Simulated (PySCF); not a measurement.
Molecule: `CN1C=CN(C)[PH2+]1`, [C$_{4}$H$_{10}$N$_{2}$P]+.

Geometry (Å), atoms numbered from 1 in this order:
```xyz
17

C    -2.6349   -0.1908    0.0178
N    -1.2039    0.0655   -0.0136
C    -0.6396    1.2228   -0.6088
C     0.6870    1.2156   -0.5697
N     1.2046    0.0135   -0.0230
C     2.6260   -0.2175    0.1774
P    -0.0192   -0.9550    0.4630
H    -2.8379   -1.0260    0.6880
H    -3.1575    0.6905    0.3905
H    -3.0167   -0.4336   -0.9758
H    -1.2943    1.9789   -0.9932
H     1.3704    1.9654   -0.9141
H     3.1694    0.0195   -0.7375
H     2.7917   -1.2673    0.4185
H     3.0164    0.3980    0.9901
H    -0.1142   -1.2515    1.8324
H     0.0459   -2.2159   -0.1519
```

Total charge +1.

Frames of a GFN2-xTB Langevin trajectory at 400 K; GIAO PBE0/pcSseg-1 shieldings in PySCF 2.14.0 with density-fitted response routines, gas phase, non-relativistic; equivalent atoms averaged within each frame.

References, each an isolated molecule treated in the same way: 13C (σ = 186.93 ppm), 1H (σ = 31.72 ppm) against TMS; 15N (σ = 267.73 ppm) vs NH3; 31P (σ = 318.38 ppm) vs H3PO4. The references are static minima.

**Question.** How do the shifts (ppm) fluctuate along the trajectory?

**Answer.** 
```
         time (fs)  C3/C4  C1/C6  N2/N5     P7  H16/H17  H11/H12  H8/H9/H10/H13/H14/H15
optimised geometry  127.5   32.7   49.4  -11.3     8.59     6.49                   3.40
               250  133.9   36.9   71.4   -1.9     8.37     6.54                   4.17
               425  129.3   35.6   51.4   -6.2     8.37     6.52                   3.42
               625  131.1   36.7   52.3    5.1     8.19     6.75                   3.37
               800  134.5   32.0   64.2  -13.1     7.58     6.40                   3.50
              1000  127.1   36.2   47.3    9.4     7.79     5.76                   3.78
    mean of frames  131.2   35.5   57.3   -1.3     8.06     6.39                   3.65
standard deviation    3.1    2.0   10.1    9.0     0.36     0.38                   0.33
```

5 frames give an uncertainty of the mean of about the standard deviation over 2.2 at best, since frames this close in time may not be independent; classical motion lacks zero-point vibration, and the reference would need the same averaging.
